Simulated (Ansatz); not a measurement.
CH7N3Si can be A, `N=C(N)[SiH2]N`, or B, `N=C[SiH](N)N`.

Computed with Ansatz on PBE0-D4/def2-TZVP structures; ΔE is electronic, products minus reactants. CBS: MP2 limit from def2 TZ/QZ plus the TZ coupled-cluster correction, frozen cores. Functionals use def2-TZVPP. One conformer a species, not always the lowest.

Question: Which is lower in electronic energy at CCSD(T)/CBS, and by how much? (An estimate is asked.)

Answer: Computed: B, by 17.0 kcal/mol.

Question: Give E(B) − E(A) in kcal/mol with ωB97M-V, r2SCAN-D4, B2PLYP, MP2/def2-TZVPP, PBE-D4, CCSD(T)/def2-TZVPP, PBE0-D4. (An estimate is asked.)

Answer: Computed: ωB97M-V -15.3, r2SCAN-D4 -12.5, B2PLYP -14.9, MP2/def2-TZVPP -16.1, PBE-D4 -10.6, CCSD(T)/def2-TZVPP -16.5, PBE0-D4 -12.3. None reverses the order clearly.

Largest T1 diagnostic: 0.013.

In def2-TZVPP, CCSD(T) changes the Hartree–Fock value by +1.1 kcal/mol (the triples alone add +0.7 kcal/mol) and MP2 by +1.6 kcal/mol. From PBE to PBE0 (25 % exact exchange), in def2-TZVPP and without D4, E(B) − E(A) moves by −1.7 kcal/mol.
